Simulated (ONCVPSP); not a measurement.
Before and after: ONCV potential for Cl (Z = 17)

ONCVPSP 4.0.1 input, shortened (lines: element, Z, core and valence counts, functional; n l f; lmax; l rc ep ncon nbas qcut; lloc lpopt rc5 dvloc0; l nproj debl; icmod fcfact rcfact), revPBE, scalar-relativistic:

```
  Cl 17.00    3    2  -102130      upf
    1    0    2.00
    2    0    2.00
    2    1    6.00
    3    0    2.00
    3    1    5.00
    2
    0    1.05    0.00    4    8    7.90
    1    1.45    0.00    3    8    5.20
    2    1.60    0.03    4    7    5.00
    4    5    0.70    0.00
    0    2    1.00
    1    2    2.50
    2    2    2.80
    1    0.75    0.00
```

Change: s: qcut 5.1; p: qcut 3.4; d: qcut 3.2.

Cutoffs: the cutoffs (Ha) at which the residual kinetic energy of the hardest occupied pseudo-wave falls to 1 and 0.1 mHa per electron; they do not see the model core or the augmentation charge, which bear on the density cutoff. Errors are all-electron minus pseudo energies relative to the spin-unpolarised reference configuration.

Problem. Predict the effect on cutoff, ghosts and configuration errors.

Solution. The potential gets harder (31 Ha and 147 Ha → 49 Ha and 152 Ha); both files keep a bound ghost (s); of the 4 tests that both files solve, the error grows in 0 and shrinks in 1 by more than 15 % and 0.3 meV (median size 5.3 → 4.9 meV).

| quantity | base | changed |
| --- | --- | --- |
| cutoff, loose | 31 Ha | 49 Ha |
| cutoff, tight | 147 Ha | 152 Ha |
| loose cutoff by channel | s 31 Ha, p 7.3 Ha | s 49 Ha, p 7.5 Ha |
| bound ghosts | s | s |
| GHOST(+) flags under 300 eV | d at 134.3 eV | d at 92.0 eV |
| error for 3s2 3p4, meV [ΔE 13.84 eV] | +1.3 | +0.6 |
| error for 3s2 3p3, meV [ΔE 39.27 eV] | +9.4 | +9.1 |
| error for 3s2 3p2, meV [ΔE 77.55 eV] | +35 | +39 |
| error for 3s1 3p6, meV [ΔE 12.17 eV] | -0.3 | -0.5 |
| s: phases at 1.07 bohr within 0.05 rad from the reference energy up to (Ha; the scan ends near 5) | to the end of the scan | to the end of the scan |
| p: phases at 1.47 bohr within 0.05 rad from the reference energy up to (Ha; the scan ends near 5) | to the end of the scan | to the end of the scan |
| d: phases at 1.62 bohr within 0.05 rad from the reference energy up to (Ha; the scan ends near 5) | 3.8 | 3.3 |
| rms error of d²Exc/dni dnj with the model core, mHa | 0.18 | 0.20 |

 A true bound ghost makes a file unfit for plane-wave use even where its test errors are small: the radial tests pick states by their node count and pass the ghost by.
